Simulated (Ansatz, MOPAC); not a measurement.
System: GeBrCl₂ (charge 0, doublet). SMILES: [Cl][Ge]([Br])[Cl]

Atoms: Cl1, Ge2, Cl3, Br4. Bonds: Cl1-Ge2, Ge2-Cl3, Ge2-Br4.

Bond lengths (Å) and angles (degrees) optimised at PM6 with MOPAC; PM7 with MOPAC; HF/STO-3G with Ansatz (a first-principles code); HF/6-31G* with LANL2DZ past Ar with Ansatz; B3LYP/6-31G* with LANL2DZ past Ar with Ansatz; MP2/6-31G* with LANL2DZ past Ar with Ansatz, each started from the B3LYP-D3(BJ)/def2-TZVP structure (Ansatz) of the last column. A row stands for all coordinates that are equal there. 6-31G* holds six Cartesian d functions. No wavenumbers were computed at HF/STO-3G, MP2/6-31G* with LANL2DZ past Ar, so these may be saddle points.

```
coordinate     PM6    PM7  HF/STO-3G  HF/6-31G* with LANL2DZ past Ar  B3LYP/6-31G* with LANL2DZ past Ar  MP2/6-31G* with LANL2DZ past Ar  B3LYP-D3(BJ)/def2-TZVP
-----------  -----  -----  ---------  ------------------------------  ---------------------------------  -------------------------------  ----------------------
Cl1-Ge2      2.126  2.130      2.146                           2.172                              2.211                            2.189                   2.176
Ge2-Br4      2.254  2.281      2.256                           2.402                              2.457                            2.423                   2.340
Cl1-Ge2-Cl3  108.2  107.3      106.3                           107.5                              107.5                            107.3                   107.8
Cl1-Ge2-Br4  116.3  111.6      108.8                           109.3                              109.5                            109.9                   109.2
```

Mean signed difference of all 3 bond lengths from B3LYP-D3(BJ)/def2-TZVP: PM6 -0.063 Å, PM7 -0.050 Å, HF/STO-3G -0.048 Å, HF/6-31G* with LANL2DZ past Ar 0.018 Å, B3LYP/6-31G* with LANL2DZ past Ar 0.062 Å, MP2/6-31G* with LANL2DZ past Ar 0.036 Å.
